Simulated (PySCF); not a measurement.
CH3ClOSi, SMILES O=C[SiH2]Cl. Atoms are numbered in the order given.

```xyz
7

O     -0.1774     2.5862     0.0000
C     -0.5927     1.4511     0.0000
Si     0.6800    -0.0030     0.0000
Cl    -0.3459    -1.8113     0.0000
H     -1.6984     1.2362     0.0000
H      1.5175     0.1006    -1.2221
H      1.5175     0.1006     1.2221
```

Geometry: B3LYP-D3(BJ)/def2-SVP. The values are those of a single conformer.

Calculation: SMD-M06-2X/def2-SVP run with PySCF.

Solvation free energies are E(SMD) − E(gas) at the gas-phase geometry, for 1 M in both phases. In vacuum the dipole moment is 0.79 D.

Computed solvation free energies in water, tetrahydrofuran, toluene:
```csv
solvent,ΔG(solv) (kcal/mol),its non-electrostatic (CDS) part,dipole (D)
water,-0.7,4.1,1.13
tetrahydrofuran,-3.5,-1.0,0.83
toluene,-2.7,-1.3,0.81
```
